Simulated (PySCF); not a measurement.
The vertical singlet excitations below were computed for one of the candidates. The calculation used PySCF 2.14.0, density-fitted response routines, TDDFT CAM-B3LYP/def2-SVPD, vertical, gas phase, core orbitals frozen in the response. Geometries: GFN2-xTB, one conformer each.

```tsv
state	ν̃ (cm⁻¹)	f	main configurations (H = HOMO, L = LUMO)
S1	44450	0.0016	H-2→L (60%), H-2→L+2 (18%)
S2	46610	0.742	H→L (96%)
S3	48550	0.0010	H→L+1 (92%)
S4	54500	0.026	H→L+2 (79%), H→L+4 (9%)
S5	56530	0.0072	H→L+3 (38%), H→L+4 (30%), H→L+2 (11%)
S6	57220	0.097	H-1→L (81%)
S7	58280	0.0063	H→L+4 (47%), H→L+3 (26%)
S8	60080	0.0018	H→L+6 (26%), H-2→L+1 (22%), H→L+7 (18%)
```

Orbital energies (eV): HOMO-3 -11.02, HOMO-2 -9.35, HOMO-1 -9.09, HOMO -7.98, LUMO 0.50, LUMO+1 1.08, LUMO+2 1.50.

Question: Which structure fits? All have the formula C6H9NO.
A. `CCCC1=NC=CO1`
B. `C=CC/C=C/NC=O`
C. `CC#C[C@H](C)NC=O`

Answer: B. Its S1, at 5.51 eV, is the lowest among the candidates; the nearest of the others has S1 at 5.82 eV. S1 is HOMO-2→LUMO (60%), HOMO-2→LUMO+2 (18%). Löwdin shares by element: HOMO carbon 46% or more, nitrogen 22%, oxygen 10% (atoms not listed hold the other 22%); LUMO carbon 48% or more, oxygen 11% (atoms not listed hold the other 40%). At the same level the other candidates give, for their lowest levels:
- `CC#C[C@H](C)NC=O`: 5.82 eV (f 0.001); 6.58 eV (f 0.002); 6.81 eV (f 0.011); 6.87 eV (f 0.030); 6.97 eV (f 0.008); T1 5.31 eV; HOMO -8.69, LUMO 1.01 eV
- `CCCc1ncco1`: 6.31 eV (f 0.245); 6.58 eV (f 0.003); 6.78 eV (f 0.021); 7.39 eV (f 0.041); 7.55 eV (f 0.007); T1 4.18 eV; HOMO -8.27, LUMO 1.02 eV

Shape of the structure used: `[CH2:1]=[CH:2][CH2:3]/[CH:4]=[CH:5]/[NH:6][CH:7]=[O:8]`: C1–C2–C3–C4 -116°, C2–C3–C4–C5 -117°, C4–C5–N6–C7 179°, C5–N6–C7–O8 1°.
Triplets come from the Tamm–Dancoff approximation.
